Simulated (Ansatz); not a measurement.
The first iterations of a band of C2H3NSi (7 atoms, charge 0, multiplicity 1).

Theory: RKS PBE0/def2-SVP in Ansatz 0.2.0.

```json
{"movable images": "9", "climbing image": "yes", "spring": "2.0 to 10.0 eV/Å², energy-weighted", "optimiser": "quadratic models (default)", "start path": "through a guess of the saddle point", "force threshold": "0.05 eV/Å", "iteration limit": "60", "end points": "relaxed"}
```

Initial state:

```xyz
7
Properties=species:S:1:pos:R:3
N -0.578 1.042 -0.071
C 0.106 -0.026 0.337
Si 1.007 -1.090 1.558
C 0.586 -1.191 -0.192
H -0.892 1.143 -1.029
H -0.803 1.789 0.572
H 0.574 -1.667 -1.176
```

Final state:

```xyz
7
Properties=species:S:1:pos:R:3
N -0.578 1.042 -0.071
C 0.106 -0.026 0.338
Si 1.007 -1.090 1.558
C 0.586 -1.190 -0.192
H -0.804 1.788 0.572
H -0.890 1.143 -1.029
H 0.575 -1.667 -1.176
```

| iteration | highest image above the first end (eV) | largest band force component (eV/Å) |
| --- | --- | --- |
| 1 | 10.368 | 55.212 |
| 2 | 4.729 | 22.526 |
| 3 | 1.851 | 11.177 |

Question: Does the band converge within its limit, and where does its top end?

Answer: It converged. It ended after 10 iterations with the highest image 0.806 eV above the first end. Another band between the same ends (9 images) ends at a top of the same energy, where a vibrational analysis finds 1 clearly imaginary mode.

The run took 120 s on 1 CPU thread of a shared host.
